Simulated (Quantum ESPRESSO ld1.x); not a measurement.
Values are calculated unless marked as measured or tabulated.
Task: Radial electron density D(r) = 4 pi r^2 rho(r) of an atom or ion with 9 electrons. Code: ld1.x of Quantum ESPRESSO 7.5. Model: non-relativistic Kohn-Sham, LDA (Slater exchange, Perdew-Zunger correlation), spin-polarised, spherical densities, point nucleus.

r (bohr),D(r) (e/bohr),spin D(r)
0.005576,0.1571,-0.00000800
0.007557,0.2785,-0.0000133
0.01016,0.4804,-0.0000199
0.01377,0.8270,-0.0000245
0.01866,1.391,-0.00000911
0.02509,2.241,0.0000843
0.03401,3.510,0.000453
0.04609,5.197,0.00168
0.06196,7.088,0.00520
0.08398,8.835,0.0152
0.1138,9.656,0.0409
0.1542,8.926,0.101
0.2074,6.898,0.221
0.281,4.784,0.436
0.3809,4.199,0.742
0.5121,5.172,1.04
0.694,6.098,1.16
0.9406,5.432,0.977
1.265,3.512,0.611
1.714,1.570,0.262
2.323,0.4691,0.0711
3.123,0.09131,0.0108
4.232,0.009335,0.000522
5.736,0.0005255,0.0000839
7.712,0.0004273,0.000419
10.45,0.001719,0.00172
14.16,0.005893,0.00589
19.04,0.01315,0.0131
25.81,0.01327,0.0133
34.98,0.003443,0.00344
47.03,0.0001782,0.000178

What is the nuclear charge?

Result: Z = 9. The innermost maximum, from 1s, lies near 1/Z = 0.111 bohr (found: 0.116), and its height grows with Z. The density is that of neutral fluorine in [He] 2s2 2p4.75 3d0.25; the configuration itself is not fixed sharply by these data. D(r) has 3 maxima, at r = 0.116, 0.722, 22.3 bohr, and minima at 0.357 bohr, inside which lie 2.21 electrons.
